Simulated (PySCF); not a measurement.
Sn(OMe)(SMe)3, SMILES C[S][Sn]([O]C)([S]C)[S]C (C4H12OS3Sn) at its GFN2-xTB optimised geometry (Å):

```
21

C      1.3518    -0.9339    -1.1072
O      0.5273    -1.1617     0.0000
Sn    -1.5366    -1.1617     0.0000
S     -1.8765    -2.2201     2.1911
C     -0.4262    -3.2946     2.3883
S     -2.3178    -2.3101    -2.0431
C     -3.9016    -1.4844    -2.3914
S     -2.3759     1.1617     0.0000
C     -1.6663     1.8076     1.5427
H      1.1404    -1.6254    -1.9260
H      2.3759    -1.1028    -0.7651
H      1.2694     0.0924    -1.4738
H     -0.5541    -4.1952     1.7983
H      0.4662    -2.7572     2.0920
H     -0.3861    -3.5385     3.4451
H     -3.7883    -0.4077    -2.3210
H     -4.6628    -1.8406    -1.7067
H     -4.1547    -1.7635    -3.4091
H     -2.0689     1.2641     2.3912
H     -0.5841     1.7376     1.5115
H     -1.9710     2.8483     1.5877
```

Computed with PySCF 2.14.0 with B3LYP/def2-SVP, def2 effective core potentials past Kr. The core electrons that the potentials of Sn replace are not part of the density. Cells within 0.4 Å of a nucleus heavier than hydrogen are left out (blank, or x).

Map of the deformation density (molecule minus spherical neutral atoms) (e/bohr³) on the plane z = 0.0 Å:

```
|22222222222222222222222222222|
|22222222222222222222222222222|
|22222222222222222222222222222|
|22222222222222222222222222222|
|22222222222222222222222222222|
|22222222222222222222222222222|
|22222211112222222222222222222|
|22222111112222222222222222222|
|22222211222222222222222222222|
|22223322322222222222222222222|
|222345xx332222222222222222222|
|222345xx222222222222222222222|
|22223432232222222222222222222|
|22222333332222222222222222222|
|22222233332222222111122222222|
|22222222222122232211112222222|
|22222222121123466211111222222|
|222211221xx1134xx111111222222|
|222211220xx1133xx111111222222|
|22222122111113479311111222222|
|22222222222112344221122222222|
|22222222221112222222222222222|
|22222222221112222222222222222|
|22222222222222222222222222222|
|22222222222222222222222222222|
|22222222222222222222222222222|
|22222222222222222222222222222|
|22222222222222222222222222222|
|22222222222222222222222222222|
```
Scale: ten equal steps from -0.024 (start of '0') to 0.077 (end of '9'), in the order '0123456789'; x runs from -4.50 to 4.50, y from -4.50 (bottom) to 4.50 (top).
